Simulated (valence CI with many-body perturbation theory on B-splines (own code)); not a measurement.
**Ag VIII in three bases**

Calculated by valence CI with perturbative core correlation (CI+MBPT): four valence electrons over a frozen Dirac-Fock core [Kr], radial functions for each j: 7 s, 7 p, 8 d, 6 f, 4 g, 1 h, with the one-electron correlation potential Σ1 (screened to all orders), the two-electron term Σ2, the three-electron term Σ3, Breit, model QED; selected single and double excitations, second order for the rest, scaled by the run's own slope (own B-spline code, finite nucleus).

Against 26 measured levels this calculation errs by 382 cm⁻¹ on average and by 1219 at most. These come from a selection out of Atoms 5, 11 (2017), spectra Ag VII to Ag IX. Levels without a partner in it may be off by more, other configurations by 1,000 to 8,000 cm⁻¹. Only levels of the ground parity were solved; by the run's estimate the other parity begins above the list, which can be wrong where configurations are misplaced.

The reference run has the lowest level 4d4 5D_0 and an ionisation energy of 125.564 eV. Its largest variational space holds 19906 state functions.

Names give the largest LS component (configuration and term), which can be under half, so a name can repeat, a term be missing and a line seem to break the LS rules; names also repeat where a configuration has a term twice. Letters in brackets count levels of one name in rising energy.

Changed runs:
A. basis 6 s, 6 p, 5 d, 5 f, 1 g
B. basis 5 s, 5 p, 4 d, 4 f

Excitation energies of the reference run in cm⁻¹, and shifts in cm⁻¹:

```csv
Level,Reference,A,B
4d4 5D_1,1306,-17,-36
4d4 5D_2,3164,-27,-56
4d4 5D_3,5235,-29,-53
4d4 5D_4,7392,-21,-31
4d4 3P_0 [a],21842,+330,+897
4d4 3H_4,22644,+239,+984
4d4 3H_5,25443,+215,+978
4d4 3G_3,26818,+259,+1022
4d4 3P_1 [a],26938,+314,+960
4d4 3H_6,27301,+222,+1005
4d4 3F_2 [a],28090,+291,+1014
4d4 3F_4 [a],29289,+244,+977
Ionisation energy (eV),125.564,-0.045,-0.091
```
